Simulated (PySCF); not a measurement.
# Reading the logs of faulty runs: BH5NOSi cation

Calculated results; nothing here was measured. They come from PySCF 2.14.0, an open-source quantum chemistry program, on an isolated molecule that a program drew, which may never have been made. The molecule is BH5NOSi cation (charge +1, singlet), drawn as the SMILES string `[BH+]O[SiH2]N`.

Each row is a Hartree-Fock (HF) and frozen-core CCSD(T) single point in the cc-pV(D+d)Z basis, meant for a local HF minimum. Run 1 is clean. Each other run has one planted mistake out of seven kinds, and not every kind appears here: one electron removed, one electron added, multiplicity raised by two, geometry at a saddle point, minimal basis STO-3G, one bond length entered in bohr, all coordinates scaled. The reference is restricted for singlets and unrestricted otherwise, and also for a bond in bohr. Adding or removing an electron swaps singlet and doublet. Electrons count all cores. HOMO and LUMO are orbital energies over both spins, the gradient is its largest component, and the lowest frequency (negative if imaginary) is given only where the gradient is small. Bond lengths are over the 8 bonds as drawn. T1 is the CCSD diagnostic: over 0.02 (restricted) or 0.045 (unrestricted) a single reference is doubtful.

Geometry of the clean run:
```xyz
9
BH5NOSi cation, angstrom
B    -2.0204    0.8850   -1.9793
O    -1.2898    0.8850   -1.0160
Si   -0.1596    0.8844    0.4727
N    -0.0141    2.4386    1.0337
H    -2.7274    0.8882   -2.9105
H     1.0309    0.3591   -0.1812
H    -0.9487    0.0024    1.3214
H     0.6968    3.0775    0.7287
H    -0.6182    2.8402    1.7268
```

```
run,electrons,basis functions,<S^2>,HOMO (eV),LUMO (eV),gradient (hartree/bohr),lowest frequency (cm^-1),mean bond (Å),longest bond (Å),T1,HF (hartree),CCSD(T) (hartree),mistake
1,38,90,0.000,-16.36,-2.14,1.8e-05,111,1.3532,1.869,0.0162,-445.71274,-446.27666,no fault
2,39,90,0.764,-3.79,3.93,1.6e-01,-,1.3532,1.869,0.0194,-445.81985,-446.39294,one electron added
3,38,90,0.694,-16.35,-4.95,2.3e-02,-,1.4832,2.209,0.0639,-445.57659,-446.14216,one bond length entered in bohr
4,38,90,0.000,-15.68,-2.36,8.5e-02,-,1.4641,2.022,0.0212,-445.65813,-446.24259,all coordinates scaled
5,38,29,0.000,-14.51,1.96,2.5e-02,-,1.3532,1.869,0.0227,-440.39769,-440.63265,?
6,37,90,0.758,-24.02,-12.07,1.4e-01,-,1.3532,1.869,0.0149,-445.20014,-445.71379,?
```

**Which mistake was planted in run 5, and what did it cost?**

It has 29 basis functions where the clean run has 90, with the same electrons and geometry. So the mistake is: minimal basis STO-3G. Subtracting run 1 and multiplying by 627.51 kcal/mol a hartree, the energy moved by 3335.2 kcal/mol in HF and 3541.7 kcal/mol in CCSD(T).

**Which mistake was planted in run 6, and what did it cost?**

It counts 37 electrons, one fewer than the clean run, at the same geometry and basis. So the mistake is: one electron removed. Subtracting run 1 and multiplying by 627.51 kcal/mol a hartree, the energy moved by 321.7 kcal/mol in HF and 353.2 kcal/mol in CCSD(T).

Cautions from the logs. Run 3: T1 is over the limit, so its CCSD(T) energy is less reliable; run 4: T1 is over the limit, so its CCSD(T) energy is less reliable; run 5: T1 is over the limit, so its CCSD(T) energy is less reliable.
